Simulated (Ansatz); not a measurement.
`CO[Si](C)(F)[GeH3]` → `[CH3][GeH3]` + `CO[Si]F` at 500 K and 1 bar (silylene formation by 1,1-elimination).

Computed with Ansatz on PBE0-D4/def2-TZVP structures; ΔE is electronic, products minus reactants. CBS: MP2 limit from def2 TZ/QZ plus the TZ coupled-cluster correction, frozen cores. For Ge outer-core shells are correlated without core-valence functions, which leaves a few kJ/mol of doubt a bond. Scalar relativity is left out up to krypton. One conformer a species, not always the lowest.

```json
{"species": "`CO[Si](C)(F)[GeH3]`", "CCSD(T)/CBS energy (Eh)": "-2621.79878", "H − E (kJ/mol)": "346.5", "S (J/(mol·K))": "529.0"}
{"species": "`[CH3][GeH3]`", "CCSD(T)/CBS energy (Eh)": "-2117.76728", "H − E (kJ/mol)": "187.1", "S (J/(mol·K))": "312.2"}
{"species": "`CO[Si]F`", "CCSD(T)/CBS energy (Eh)": "-503.96814", "H − E (kJ/mol)": "151.3", "S (J/(mol·K))": "350.4"}
```

H − E and S are ideal-gas, rigid-rotor, harmonic terms from PBE0-D4/def2-TZVP, for one conformer and one mirror image of each species. 1 Eh = 2625.50 kJ/mol, R = 8.31446 J/(mol·K).

Q: By hand: ΔE, ΔH, ΔS and ΔG.

A: ΔE = (-2117.76728) + (-503.96814) − (-2621.79878) = 0.06336 Eh = 166.4 kJ/mol. Δ(H − E) = 187.1 + 151.3 − 346.5 = -8.1, so ΔH = 158.3 kJ/mol. ΔS = 312.2 + 350.4 − 529.0 = 133.6 J/(mol·K). ΔG = 158.3 − 500 × (133.6)/1000 = 91.5 kJ/mol.

Q: By hand: the equilibrium constant, and the temperature at which ΔG would vanish if ΔH and ΔS stayed fixed.

A: log₁₀ K = −ΔG/(RT ln 10) = -9.6. ΔG = 0 at ΔH/ΔS = 1185 K.

The number of gas molecules changes by +1, which sets the sign of ΔS. A doubt of 5 kJ/mol in ΔE shifts log₁₀ K by 0.5 here. Other conformers and mirror images would add mixing entropy, several J/(mol·K) or more a flexible species. Modes under 60 cm⁻¹, often nearly free rotors, make the harmonic entropy too high. These are equilibria of isolated gas molecules and say nothing of rates. Largest T1 diagnostic: 0.014 (customary marks: 0.02 for closed shells, 0.045 for open ones).
